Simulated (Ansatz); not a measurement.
```xyz
16

C    -0.2721   -1.9745   -2.8919
S    -1.2095   -2.4641   -1.4052
Zn   -0.7180   -0.8689   -0.0055
C    -0.2990    0.5579    1.2763
C     1.0110    0.3075    2.0165
C    -0.3059    1.9362    0.6222
H     0.8011   -1.9545   -2.7056
H    -0.4741   -2.7301   -3.6511
H    -0.5968   -1.0080   -3.2758
H    -1.1163    0.5248    2.0079
H     1.8685    0.3058    1.3366
H     1.0156   -0.6469    2.5492
H     1.1968    1.0963    2.7576
H    -1.2599    2.1674    0.1413
H    -0.1167    2.7216    1.3661
H     0.4754    2.0297   -0.1386
```

Charge 0, multiplicity 1.

**Question.** List the PBE/def2-TZVPP orbital energies in eV (the Gaussian-basis code of Ansatz). (An estimate is asked.)

**Answer.** The calculation gave: Occupied: -9407.29, -2395.05, -1133.87, -999.65, -999.63, -999.59, -269.49, -268.95, -268.70, -268.67, -207.97, -154.14, -154.01, -153.90, -125.98, -83.39, -83.34, -83.24, -19.26, -18.75, -16.82, -15.20, -14.06, -11.83, -11.60, -11.55, -11.50, -11.50, -10.77, -10.48, -10.33, -10.24, -9.70, -9.20, -8.76, -8.18, -8.04, -7.04, -5.77, -5.30. Lowest empty: -1.38, -0.92, -0.75, 0.69, 0.90, 1.44, 1.77, 1.94.
